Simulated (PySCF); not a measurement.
Cl2H5NSi2, SMILES [SiH2]([SiH](Cl)Cl)N.

Geometry: B3LYP-D3(BJ)/def2-SVP. This is a generated structure with no PubChem entry under its InChIKey; it may be hypothetical. The values are those of a single conformer.

Level of theory: PBE0/def2-TZVP in PySCF.

```json
{
  "total_energy": "-1556.73441 hartree",
  "point_group": "Cs",
  "highest_occupied_level": "-7.37 eV",
  "lowest_empty_level": "-0.81 eV",
  "orbital_gap": "6.56 eV",
  "dipole_moment": "1.01 D",
  "quadrupole, principal values (traceless, Buckingham form, about the centre of nuclear charge)": "-6.60, -0.66, 7.26 D·Å",
  "mean_static_polarisability": "84.7 bohr³ (12.54 Å³)",
  "polarisability_principal_values": "76.7, 86.1, 91.1 bohr³"
}
```
